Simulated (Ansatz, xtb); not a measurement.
## Relative energy of two isomers of Cl3H5InNSi

Structure a: `[SiH3][NH2+][In-]([Cl])([Cl])[Cl]`, a singlet. Structure b: `[NH3+][In-]([Cl])([Cl])[SiH2]Cl`, a singlet. Both are isolated molecules in the gas phase, relaxed with PBE0-D4/def2-SVP; the shapes shown needn't be the lowest conformers.

a (Å):

```yaml
atoms:
  - { symbol: Cl, position_ang: [1.2138, -1.5217, -1.1944] }
  - { symbol: Cl, position_ang: [-0.4524, -2.7140, 2.2766] }
  - { symbol: Cl, position_ang: [1.9045, 0.5369, 2.2015] }
  - { symbol: In, position_ang: [0.6176, -1.0380, 1.0264] }
  - { symbol: N, position_ang: [-1.2140, 0.2792, 0.5383] }
  - { symbol: Si, position_ang: [-2.1020, 0.9547, 1.9653] }
  - { symbol: H, position_ang: [-1.1168, 1.7856, 2.6994] }
  - { symbol: H, position_ang: [-2.5680, -0.2180, 2.7448] }
  - { symbol: H, position_ang: [-3.2482, 1.7738, 1.4781] }
  - { symbol: H, position_ang: [-0.8477, 1.0101, -0.0774] }
  - { symbol: H, position_ang: [-1.8073, -0.3134, -0.0484] }
```

b (Å):

```yaml
atoms:
  - { symbol: Cl, position_ang: [-0.5910, -1.3476, -1.6711] }
  - { symbol: Cl, position_ang: [2.9973, -2.6358, -0.6513] }
  - { symbol: Cl, position_ang: [1.1607, 1.1468, 2.6553] }
  - { symbol: In, position_ang: [1.3234, -0.9852, -0.3123] }
  - { symbol: N, position_ang: [0.4179, -2.0204, 1.5453] }
  - { symbol: Si, position_ang: [1.8637, 1.3181, 0.6737] }
  - { symbol: H, position_ang: [0.9653, -2.8515, 1.7717] }
  - { symbol: H, position_ang: [-0.5380, -2.3094, 1.3339] }
  - { symbol: H, position_ang: [0.4069, -1.3943, 2.3535] }
  - { symbol: H, position_ang: [3.3149, 1.6483, 0.7591] }
  - { symbol: H, position_ang: [1.1375, 2.4634, 0.0548] }
```

Question: Which of the two would you expect CCSD(T)/def2-SVP + ΔMP2/def2-TZVPP electronic energies to favour?

Answer: Structure a; the calculation gives E(b) − E(a) = +2.3 kcal/mol.

How the difference moves with the method:

| level | geometry | E(b) − E(a) (kcal/mol) | departure from the last row (kcal/mol) | job, with rough time for the two |
| --- | --- | --- | --- | --- |
| PBE0-D4/def2-SVP | PBE0-D4/def2-SVP | −1.7 | −4.0 | optimisation, 2.1 min |
| HF/def2-SVP | PBE0-D4/def2-SVP | +6.2 | +3.9 | part of the CCSD(T) run |
| MP2/def2-SVP | PBE0-D4/def2-SVP | +5.5 | +3.2 | part of the CCSD(T) run |
| CCSD(T)/def2-SVP | PBE0-D4/def2-SVP | +4.5 | +2.2 | single point |
| CCSD(T)/def2-SVP + ΔMP2/def2-TZVPP | PBE0-D4/def2-SVP | +2.3 |  | single point, 1.7 min |

As drawn, b has 1 In–Si, 1 Cl–Si, 1 N–H in place of 1 N–Si, 1 Cl–In, 1 Si–H.

PBE0-D4/def2-SVP puts the two in the other order. The largest departure from CCSD(T)/def2-SVP + ΔMP2/def2-TZVPP is that of PBE0-D4/def2-SVP, 4.0 kcal/mol. A small imaginary or near-zero mode remains, so no thermal terms are given. Levels run at GFN2-xTB geometries aren't shown. The last row adds to CCSD(T) the change of the MP2 difference between the two basis sets, here −2.2 kcal/mol.

The correlated steps freeze 25 core orbitals; the filled d shell of In is correlated, in a basis made for valence electrons. Atoms past krypton carry core potentials in the def2 sets and no spin–orbit term is included. Programs: Ansatz 0.2.0, xtb 6.7.1; the last row on 2 threads of Arm Neoverse V2 on a shared host.
